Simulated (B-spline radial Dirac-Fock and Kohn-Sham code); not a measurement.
## 2s photoionisation of Si⁴⁺ near threshold

System: Si⁴⁺, configuration 1s2 2s2 2p6. The computed 2s threshold is 218.0 eV; without correlation, outer thresholds are uncertain by 1 to 2 eV.

Calculated with a radial B-spline solver, using independent-particle photoionisation in a Dirac-Hartree-Slater potential with a Latter tail, all multipoles, thresholds from Dirac-Fock ΔSCF. Interchannel coupling and autoionising resonances are not included, so magnitudes near threshold are approximate.

```
kinetic energy (eV)  σ (Mb)     β
                1.5   0.412  2.00
                1.9   0.411  2.00
                2.3   0.410  2.00
                2.9   0.409  2.00
                3.7   0.408  2.00
                4.6   0.407  2.00
                5.7   0.405  2.00
                7.2   0.402  2.00
                9.0   0.399  2.00
               11.2   0.396  2.00
               14.0   0.391  2.00
               17.5   0.385  2.00
               21.9   0.378  2.00
               27.4   0.369  2.00
               34.2   0.359  2.00
               42.8   0.346  2.00
               53.5   0.330  2.00
               66.9   0.311  2.00
               83.7   0.289  2.00
              104.7   0.264  2.00
              130.9   0.236  2.00
              163.6   0.206  2.00
              204.6   0.174  2.00
              255.8   0.143  2.00
              319.9   0.113  2.00
              400.0  0.0864  2.00
```

The cross section shows no minimum in this range. It is largest at the lowest energy, 0.412 Mb. β stays at 2.00.
